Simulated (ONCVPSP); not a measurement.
**Transferability test, ONCV potential for tin**

| Item | Value |
| --- | --- |
| Element | Sn |
| Generator | ONCVPSP 4.0.1 |
| Type | optimised norm-conserving Vanderbilt (ONCV) |
| Functional | PBEsol |
| Relativity | scalar-relativistic |
| Frozen core | [Kr] |
| Valence charge | 14 |
| Reference configuration | 4d10 5s2 5p2 |
| Partial waves | 5s: rc 1.95 bohr, ncon 5, nbas 8, qcut 2.6 1/bohr, 2 projectors, debl 2.9 Ha; 5p: rc 2.40 bohr, ncon 5, nbas 8, qcut 2.8 1/bohr, 1 projector; 4d: rc 1.55 bohr, ncon 3, nbas 8, qcut 10.2 1/bohr, 2 projectors, debl 1.9 Ha |
| Local potential | polynomial inside 1.10 bohr (lpopt 5, dvloc0 0 Ha) |
| Core correction | Teter function, fcfact 1.75, rcfact 1.25 |

Energies are relative to the spin-unpolarised reference configuration 4d10 5s2 5p2; without spin polarisation the order of configurations can differ from experiment.

**Question.** Give the all-electron excitation energy and the error of the potential for: 4d10 5s2 5p1; 4d10 5s2 5p0; 4d10 5s1 5p0; 4d10 5s1 5p3.

**Answer.**

```json
{"valence configuration": "4d10 5s2 5p1", "charge": "+1", "ΔE all-electron (eV)": "6.898", "error AE − PS (meV)": "-2.0"}
{"valence configuration": "4d10 5s2 5p0", "charge": "+2", "ΔE all-electron (eV)": "20.870", "error AE − PS (meV)": "-9.3"}
{"valence configuration": "4d10 5s1 5p0", "charge": "+3", "ΔE all-electron (eV)": "51.886", "error AE − PS (meV)": "-9.5"}
{"valence configuration": "4d10 5s1 5p3", "charge": "0", "ΔE all-electron (eV)": "7.009", "error AE − PS (meV)": "-0.9"}
```

Levels in the configuration 4d10 5s2 5p0:

| level | all-electron (eV) | pseudo (eV) |
| --- | --- | --- |
| 4d | -43.204 | -43.105 |
| 5s | -26.161 | -26.162 |

Note: ghosts flagged at negative energy: s at -90.0 eV, p at -71.5 eV, d at -1945.8 eV; no localised positive-energy state flagged. A true bound ghost makes a file unfit for plane-wave use.
